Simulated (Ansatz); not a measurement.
GaH₇N₂Sn (`[NH2][GaH][NH][SnH3]`). Total charge 0; spin multiplicity 1. Sn: def2 effective core potential.

```json
{"atom": "N1", "x (Å)": "1.4448", "y (Å)": "-1.5899", "z (Å)": "0.1045"}
{"atom": "Ga2", "x (Å)": "1.3901", "y (Å)": "-0.0262", "z (Å)": "-0.8158"}
{"atom": "N3", "x (Å)": "-0.0892", "y (Å)": "1.0166", "z (Å)": "-0.5621"}
{"atom": "Sn4", "x (Å)": "-1.7070", "y (Å)": "0.6921", "z (Å)": "0.5949"}
{"atom": "H5", "x (Å)": "2.2115", "y (Å)": "-2.2364", "z (Å)": "0.0484"}
{"atom": "H6", "x (Å)": "0.7317", "y (Å)": "-1.9025", "z (Å)": "0.7402"}
{"atom": "H7", "x (Å)": "2.5445", "y (Å)": "0.3930", "z (Å)": "-1.7702"}
{"atom": "H8", "x (Å)": "-0.1122", "y (Å)": "1.8819", "z (Å)": "-1.0817"}
{"atom": "H9", "x (Å)": "-1.4239", "y (Å)": "-0.7917", "z (Å)": "1.3893"}
{"atom": "H10", "x (Å)": "-3.1139", "y (Å)": "0.6000", "z (Å)": "-0.3755"}
{"atom": "H11", "x (Å)": "-1.8763", "y (Å)": "1.9632", "z (Å)": "1.7281"}
```

What are the harmonic wavenumbers in cm⁻¹ at PBE0-D4/def2-TZVP (Ansatz, finite differences of forces, unscaled)? (Estimate.)

The calculation gave: 28, 79, 92, 147, 191, 330, 377, 429, 500, 517, 528, 621, 695, 709, 709, 721, 753, 818, 1113, 1560, 1922, 1932, 1950, 2015, 3614, 3624, 3731.

Is this a minimum?

Yes, all 27 modes are real.

Give the ideal-gas thermochemistry at 298.15 K and 1 bar (rigid rotor, harmonic oscillator; point group Cs, symmetry number 1).

Zero-point energy 177.7 kJ/mol; H(298) − E = 203.5 kJ/mol; entropy 403.9 J/(mol·K), of which translation 176.3, rotation 120.4, vibration 107.2; G(298) − E = 83.1 kJ/mol. Modes under 100 cm⁻¹ are hindered rotations or soft bends, so the harmonic entropy is rough.

And at 400, 500, 600, 800 and 1000 K?


```
T (K)  H − E (kJ/mol)  S (J/mol/K)  G − E (kJ/mol)
  400           218.2        446.0            39.7
  500           234.3        482.0            -6.7
  600           251.8        513.8           -56.5
  800           289.7        568.2          -164.9
 1000           330.5        613.7          -283.2
```
